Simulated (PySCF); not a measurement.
# Ionisation energy of B+ by level of theory

B+ [He] 2s2 (1S) → B(2+) [He] 2s1 (2S), as a difference of total energies. Computed with PySCF 2.14 in aug-cc-pwCVTZ (7s6p4d2f, 59 functions), with the non-relativistic Hamiltonian (point nucleus). Correlated levels: valence and next inner shell: nothing frozen. The calculations carry no spin-orbit coupling.

Problem. Order these methods by the ionisation energy they give, lowest first.
A. CCSD(T) (valence and next inner shell)
B. MP2 (valence and next inner shell)
C. UHF
D. SCS-MP2 (valence and next inner shell)

Solution. C (23.442 eV), B (24.508 eV), D (24.703 eV), A (25.122 eV).

Errors of the correlated levels include the incompleteness of this basis.

For comparison: 25.155 eV (measured; NIST Atomic Spectra Database, ionization energies).
